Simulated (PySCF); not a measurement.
A calculated (PBE, PySCF 2.14, x2c-TZVPPall, scalar relativity by spin-free X2C-1e) atom or ion has these occupied shells.

```tsv
shell	electrons	orbital energy (eV)	rms radius, mean of both spins (bohr)
1s α	1	-18792.0	0.0415
1s β	1	-18792.0	0.0415
2s α	1	-2637.9	0.171
2s β	1	-2637.6	0.171
2p α	3	-2357.3	0.152
2p β	3	-2357.0	0.152
3s α	1	-447.97	0.474
3s β	1	-447.79	0.474
3p α	3	-356.17	0.481
3p β	3	-355.98	0.481
3d α	5	-205.84	0.475
3d β	5	-205.56	0.475
4s α	1	-68.294	1.23
4s β	1	-66.597	1.23
4p α	3	-44.452	1.39
4p β	3	-42.518	1.39
4d α	3	-12.505	2.12
5s α	1	-11.106	3.43
```

Name the element and its charge.

Nb+ (niobium, charge +1), in [Kr] 4d3 5s1, high-spin 5F determinant (an excited configuration).
